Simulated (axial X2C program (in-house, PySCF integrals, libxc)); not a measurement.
**Curves of InAu⁺ by EOM-EA-CCSD**

Calculated with an in-house all-electron X2C program for linear molecules (integrals from PySCF): two-component X2C with atomic mean-field Coulomb and Gaunt terms, Gaussian nuclei, basis Au dyall-acv3z, In dyall-acv3z with contracted cores.

Energies in eV from the lowest point of the lowest state; states are followed by energy order within each Ω. Reference: InAu²⁺, 12 electrons correlated in 92 virtual spinors with an MP2 remainder; levels at this size can be off by some tenths of an eV. Masses 196.967 and 114.904 u.

```tsv
R (Å)	(1)Ω=1/2	(2)Ω=1/2	(1)Ω=3/2	(3)Ω=1/2
2.441	0.1784	2.8182	3.1005	4.0904
2.547	0.0435	2.7459	3.0134	3.8745
2.653	0.0000	2.7673	3.0219	3.7630
2.772	0.0110	2.8550	3.0974	3.7130
2.892	0.0523	2.9760	3.2084	3.7072
```

No minimum in range: (3)Ω=1/2; the order of states may turn beyond it. T1 of the reference reaches 0.022 (Lee–Taylor). Curves followed by order can swap character. Number of frozen shells: Au 5 s, 4 p, 2 d, 1 f; In 4 s, 3 p, 2 d. Roots with under 60 % one-particle weight at any point are counted in the labels but not shown, and the list ends where the roots sought for some Ω run out; states that need a further excitation are missing and may lie low or lowest. Curves with a minimum but no constants failed the fit check.
